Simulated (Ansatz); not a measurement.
Frontier orbitals of C5H11NSi, SMILES `C=CCN([SiH3])C=C`.

```json
{"atom": "C1", "x (Å)": "2.215", "y (Å)": "-1.543", "z (Å)": "0.357"}
{"atom": "C2", "x (Å)": "1.590", "y (Å)": "-0.419", "z (Å)": "0.045"}
{"atom": "C3", "x (Å)": "0.371", "y (Å)": "-0.340", "z (Å)": "-0.823"}
{"atom": "N4", "x (Å)": "-0.670", "y (Å)": "0.532", "z (Å)": "-0.309"}
{"atom": "Si5", "x (Å)": "-0.811", "y (Å)": "2.135", "z (Å)": "-0.949"}
{"atom": "C6", "x (Å)": "-1.449", "y (Å)": "0.083", "z (Å)": "0.742"}
{"atom": "C7", "x (Å)": "-1.354", "y (Å)": "-1.082", "z (Å)": "1.387"}
{"atom": "H8", "x (Å)": "1.849", "y (Å)": "-2.507", "z (Å)": "0.017"}
{"atom": "H9", "x (Å)": "3.114", "y (Å)": "-1.545", "z (Å)": "0.962"}
{"atom": "H10", "x (Å)": "1.970", "y (Å)": "0.533", "z (Å)": "0.410"}
{"atom": "H11", "x (Å)": "0.666", "y (Å)": "0.042", "z (Å)": "-1.809"}
{"atom": "H12", "x (Å)": "-0.041", "y (Å)": "-1.343", "z (Å)": "-0.988"}
{"atom": "H13", "x (Å)": "-2.080", "y (Å)": "2.710", "z (Å)": "-0.437"}
{"atom": "H14", "x (Å)": "0.322", "y (Å)": "3.017", "z (Å)": "-0.550"}
{"atom": "H15", "x (Å)": "-0.813", "y (Å)": "2.062", "z (Å)": "-2.434"}
{"atom": "H16", "x (Å)": "-2.228", "y (Å)": "0.785", "z (Å)": "1.029"}
{"atom": "H17", "x (Å)": "-2.066", "y (Å)": "-1.308", "z (Å)": "2.168"}
{"atom": "H18", "x (Å)": "-0.586", "y (Å)": "-1.813", "z (Å)": "1.181"}
```

Charge 0, multiplicity 1. The structure was optimised at the PBE0-D4/def2-TZVP level. It is one conformer, not always the lowest. Basis def2-TZVPP, Ansatz 0.2.0.

A caution on the coupled-cluster cation, which keeps the state that its UHF reference found: spin contamination of the cation.

Orbital energies of one run (eV). Highest occupied ones, from the top: -6.15, -7.82, -9.20, -10.03, -10.18, -10.28, -10.65, -10.88, -11.83, -12.56, -13.05, -13.23, -14.19, -15.62. Empty: 0.10, 0.73, 1.02, 1.69, 1.81, 2.09.

Task: Which functional gave them?
A. r2SCAN0
B. ωB97X-V
C. HSE06 (plane-wave form)
D. revPBE

Result: A. HOMO energies: r2SCAN0 -6.15, revPBE -4.87, ωB97X-V -8.26, HSE06 -5.62 eV.
